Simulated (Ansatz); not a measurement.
Geometry optimisation, Ansatz, RKS PBE-D4/def2-SVP.

Input file:

```yaml
crystal:
  periodic: [false, false, false]
  atoms:
    - { symbol: Zr, position_ang: [0.0, 0.0, 0.0] }
    - { symbol: Cl, position_ang: [0.0, 0.0, 2.87] }
    - { symbol: Cl, position_ang: [2.3764, 0.0, -0.8392] }
    - { symbol: Cl, position_ang: [-1.1869, 2.0563, -0.8392] }
    - { symbol: O, position_ang: [-0.975, -1.6891, -0.6893] }
    - { symbol: H, position_ang: [-1.4296, -2.1548, 0.0831] }
    - { symbol: H, position_ang: [1.1276, 1.7004, 0.6779] }
    - { symbol: H, position_ang: [0.9359, 1.4115, 1.7104] }
basis:
  gaussian: { orbitals: def2-SVP }
hamiltonian:
  xc: pbe
  dispersion: d4
relax:
  f_tol: 0.15
  max_steps: 25
  restrain:
    - { distance: [0, 6], at: 3.05, k: 30.0 }
    - { distance: [7, 1], at: 2.57, k: 30.0 }
    - { distance: [0, 1], at: 2.52, k: 30.0 }
    - { distance: [7, 6], at: 0.66, k: 30.0 }
```

Launched with:

```bash
$ ansatz run input.yaml --threads 4 --pin off --max-ram 5120MiB --backend cpu --events-out ev --progress --plain --runs-dir out
```

Q: Where does it end, and by what steps?

A: The run converged. The restraints hold the end off the free minimum. After 10 steps the energy has fallen by 2.511 eV (the restraints' own energy left out); H7 moved furthest, 0.84 Å. Parted: Zr1–H7 (2.15 → 3.05 Å). Joined: H7–H8 (1.09 → 0.72 Å).

```json
{"step": "0", "energy less start (eV)": "0.0000", "largest force component (eV/Å)": "3.211", "accepted": "yes"}
{"step": "1", "energy less start (eV)": "-0.7358", "largest force component (eV/Å)": "2.530", "accepted": "yes"}
{"step": "2", "energy less start (eV)": "-1.0480", "largest force component (eV/Å)": "4.444", "accepted": "yes"}
{"step": "3", "energy less start (eV)": "-1.8132", "largest force component (eV/Å)": "2.888", "accepted": "yes"}
{"step": "4", "energy less start (eV)": "-2.3254", "largest force component (eV/Å)": "1.367", "accepted": "yes"}
{"step": "5", "energy less start (eV)": "-2.4205", "largest force component (eV/Å)": "1.219", "accepted": "yes"}
{"step": "6", "energy less start (eV)": "-2.4653", "largest force component (eV/Å)": "1.267", "accepted": "yes"}
{"step": "7", "energy less start (eV)": "-2.3242", "largest force component (eV/Å)": "2.856", "accepted": "no"}
{"step": "8", "energy less start (eV)": "-2.4832", "largest force component (eV/Å)": "1.286", "accepted": "yes"}
{"step": "9", "energy less start (eV)": "-2.4924", "largest force component (eV/Å)": "1.323", "accepted": "yes"}
{"step": "10", "energy less start (eV)": "-2.5109", "largest force component (eV/Å)": "1.405", "accepted": "yes"}
```

```xyz
8
Properties=species:S:1:pos:R:3
Zr -0.060 -0.107 0.130
Cl -0.021 -0.109 2.608
Cl 2.069 -0.343 -0.843
Cl -1.236 1.712 -0.783
O -1.031 -1.650 -0.346
H -1.567 -2.444 -0.505
H 1.477 2.344 1.093
H 1.218 1.921 1.620
```

The run took 21 s on 4 threads of Arm Neoverse V1, on a shared host, peak memory 0.18 GiB.
